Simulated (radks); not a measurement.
Values are calculated unless marked as measured or tabulated.
Problem. Nd24+, configuration [Kr]. Level of theory: scalar-relativistic Kohn-Sham, PBE, spin-unpolarised, spherical densities, finite nucleus; Fermi nuclear charge, rms radius 4.9123 fm (a radial shooting solver on a logarithmic mesh with Libxc functionals). Some entries of the table are withheld. Estimate them.

orbital  occ.  eigenvalue (Ry)  <r^2> (bohr^2)
1s          2        -3244.302       0.0007600
2s          2        -570.4839             (1)
2p          6              (2)        0.009604
3s          2              (3)         0.07960
3p          6              (4)         0.07923
3d         10        -123.3897         0.06644
4s          2        -68.72789             (5)
4p          6        -62.51313             (6)

Solution. 
(1) 2s <r^2> (bohr^2): 0.01201
(2) 2p eigenvalue (Ry): -515.8850
(3) 3s eigenvalue (Ry): -164.1913
(4) 3p eigenvalue (Ry): -146.9557
(5) 4s <r^2> (bohr^2): 0.3491
(6) 4p <r^2> (bohr^2): 0.3728
